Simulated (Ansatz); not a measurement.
```yaml
crystal:
  periodic: [false, false, false]
  atoms:
    - {symbol: Ga, position_ang: [0.825529, -4.064594, 0.820471]}
    - {symbol: Ga, position_ang: [-2.433485, 2.434844, -2.434584]}
    - {symbol: Ga, position_ang: [0.887051, -0.895233, -2.269714]}
    - {symbol: Ga, position_ang: [-2.274398, -0.893698, 0.891340]}
    - {symbol: Ga, position_ang: [0.828616, -0.830474, 4.059475]}
    - {symbol: Ga, position_ang: [0.893139, 2.265359, 0.892555]}
    - {symbol: Ga, position_ang: [4.067764, -0.826509, 0.821148]}
    - {symbol: Sb, position_ang: [-3.667821, 0.760744, -0.757754]}
    - {symbol: Sb, position_ang: [-0.675372, -2.315826, -0.670848]}
    - {symbol: Sb, position_ang: [2.192244, -2.190985, 2.182663]}
    - {symbol: Sb, position_ang: [-0.757830, 0.760434, -3.667940]}
    - {symbol: Sb, position_ang: [-0.754486, 3.664715, -0.760679]}
    - {symbol: Sb, position_ang: [2.312585, 0.666012, -0.672150]}
    - {symbol: Sb, position_ang: [-0.670186, 0.664691, 2.311857]}
    - {symbol: H, position_ang: [1.749824, -4.782747, -0.240901]}
    - {symbol: H, position_ang: [-0.228251, -4.784234, 1.752206]}
    - {symbol: H, position_ang: [-3.344197, 3.344767, -3.341432]}
    - {symbol: H, position_ang: [1.704164, -1.712394, -3.344878]}
    - {symbol: H, position_ang: [-3.349584, -1.709830, 1.709399]}
    - {symbol: H, position_ang: [-0.226089, -1.761311, 4.778567]}
    - {symbol: H, position_ang: [1.753255, 0.230124, 4.777906]}
    - {symbol: H, position_ang: [1.709554, 3.339929, 1.710778]}
    - {symbol: H, position_ang: [4.788046, -1.752390, -0.237082]}
    - {symbol: H, position_ang: [4.783926, 0.233763, 1.748022]}
    - {symbol: H, position_ang: [-4.818874, -0.068468, -1.730135]}
    - {symbol: H, position_ang: [-4.803788, 1.742591, 0.081578]}
    - {symbol: H, position_ang: [-1.753737, -3.115408, -1.750129]}
    - {symbol: H, position_ang: [3.182275, -3.190270, 3.174188]}
    - {symbol: H, position_ang: [-1.728983, -0.069684, -4.819415]}
    - {symbol: H, position_ang: [0.084796, 1.739631, -4.803433]}
    - {symbol: H, position_ang: [0.087375, 4.798967, -1.742093]}
    - {symbol: H, position_ang: [-1.724976, 4.817964, 0.067897]}
    - {symbol: H, position_ang: [3.109013, 1.744878, -1.753118]}
    - {symbol: H, position_ang: [-1.744199, 1.743344, 3.117636]}
basis:
  gaussian: {orbitals: STO-3G}
hamiltonian: {xc: {name: wB97}}
scf: {lower_state_search: off}
output: {forces: true}
```

```sh
$ ansatz run in.yaml --threads 2 --pin off --events-out ev --progress --plain --max-ram 32768MiB --backend cuda --devices 0, --max-vram 18GiB
```

Output, abridged:

```
Functional definition: wB97
4562 factors; their error is unknown
999 factors; integrals over basis functions are off by at most 2.8e-6 eV
mean field evaluation 1: about -1549328.2183 eV, gradient 1.4e3 eV
mean field evaluation 2: about -1545501.2934 eV, gradient 5.5e2 eV
mean field evaluation 4: about -1546894.5290 eV, gradient 5.5e2 eV
mean field evaluation 8: about -1553110.0466 eV, gradient 6.7e2 eV
mean field evaluation 16: about -1553930.8440 eV, gradient 3.2e-1 eV
mean field -1553930.17151969 eV, -57105.8805116481 hartree, gradient 2.9e-6 eV, S^2 0.000000; 0 other end points of the search recorded, 0 dependent functions left out
reference -1553930.17150264 eV, -57105.8805110213 hartree; 297, 297 occupied and 38, 38 virtual orbitals, 4562 factors
Total energy: -1553930.17150264 eV, -57105.8805110213 hartree
Atom 0 at     0.825529    -4.064594     0.820471 Å, force    -0.325413    -0.798038    -0.324606 eV/Å
Atom 1 at    -2.433485     2.434844    -2.434584 Å, force    -0.346114     0.340715    -0.342133 eV/Å
Atom 2 at     0.887051    -0.895233    -2.269714 Å, force     0.233520    -0.230046    -0.836748 eV/Å
Atom 3 at    -2.274398    -0.893698     0.891340 Å, force    -0.831351    -0.232210     0.233328 eV/Å
Atom 4 at     0.828616    -0.830474     4.059475 Å, force    -0.323574     0.324340     0.795779 eV/Å
Atom 5 at     0.893139     2.265359     0.892555 Å, force     0.229899     0.833350     0.231188 eV/Å
Atom 6 at     4.067764    -0.826509     0.821148 Å, force     0.792459     0.327175    -0.325733 eV/Å
Atom 7 at    -3.667821     0.760744    -0.757754 Å, force    -0.187840     0.183966    -0.163075 eV/Å
Atom 8 at    -0.675372    -2.315826    -0.670848 Å, force     0.238607    -0.089024     0.223119 eV/Å
Atom 9 at     2.192244    -2.190985     2.182663 Å, force     0.481088    -0.505947     0.497244 eV/Å
Atom 10 at    -0.757830     0.760434    -3.667940 Å, force    -0.160396     0.170323    -0.181129 eV/Å
Atom 11 at    -0.754486     3.664715    -0.760679 Å, force    -0.165270     0.190220    -0.182043 eV/Å
Atom 12 at     2.312585     0.666012    -0.672150 Å, force     0.091528    -0.222836     0.225324 eV/Å
Atom 13 at    -0.670186     0.664691     2.311857 Å, force     0.238306    -0.222973     0.103259 eV/Å
Atom 14 at     1.749824    -4.782747    -0.240901 Å, force    -2.052566     1.802457     2.247449 eV/Å
Atom 15 at    -0.228251    -4.784234     1.752206 Å, force     2.229461     1.805307    -2.067748 eV/Å
Atom 16 at    -3.344197     3.344767    -3.341432 Å, force     2.082589    -2.082604     2.076138 eV/Å
Atom 17 at     1.704164    -1.712394    -3.344878 Å, force    -1.840520     1.843178     2.307138 eV/Å
Atom 18 at    -3.349584    -1.709830     1.709399 Å, force     2.309352     1.841072    -1.845044 eV/Å
Atom 19 at    -0.226089    -1.761311     4.778567 Å, force     2.231473     2.066300    -1.804781 eV/Å
Atom 20 at     1.753255     0.230124     4.777906 Å, force    -2.052444    -2.245577    -1.802766 eV/Å
Atom 21 at     1.709554     3.339929     1.710778 Å, force    -1.842102    -2.306817    -1.845863 eV/Å
Atom 22 at     4.788046    -1.752390    -0.237082 Å, force    -1.808482     2.055587     2.239956 eV/Å
Atom 23 at     4.783926     0.233763     1.748022 Å, force    -1.798976    -2.244730    -2.057272 eV/Å
Atom 24 at    -4.818874    -0.068468    -1.730135 Å, force     0.892457     0.431346     0.669086 eV/Å
Atom 25 at    -4.803788     1.742591     0.081578 Å, force     0.882648    -0.680218    -0.441181 eV/Å
Atom 26 at    -1.753737    -3.115408    -1.750129 Å, force     0.799011     0.534935     0.801559 eV/Å
Atom 27 at     3.182275    -3.190270     3.174188 Å, force    -0.706789     0.724423    -0.711417 eV/Å
Atom 28 at    -1.728983    -0.069684    -4.819415 Å, force     0.667408     0.434064     0.892897 eV/Å
Atom 29 at     0.084796     1.739631    -4.803433 Å, force    -0.444187    -0.674641     0.880893 eV/Å
Atom 30 at     0.087375     4.798967    -1.742093 Å, force    -0.442308    -0.880927     0.678279 eV/Å
Atom 31 at    -1.724976     4.817964     0.067897 Å, force     0.669650    -0.895365    -0.429683 eV/Å
Atom 32 at     3.109013     1.744878    -1.753118 Å, force    -0.532879    -0.798299     0.801413 eV/Å
Atom 33 at    -1.744199     1.743344     3.117636 Å, force     0.791757    -0.798505    -0.542828 eV/Å
Dipole moment:    -2.433787     2.434830    -2.431952 e Å
Checks for a lower state left out: stability, starts, cluster_reference, orbital_swaps, neighbouring_geometries, increment
```

Hardware: 2 threads of AMD EPYC 7R13 on a shared host and a share (18 GiB) of an NVIDIA H100 80GB HBM3. Wall time 25 s, peak host memory 2.2 GiB.
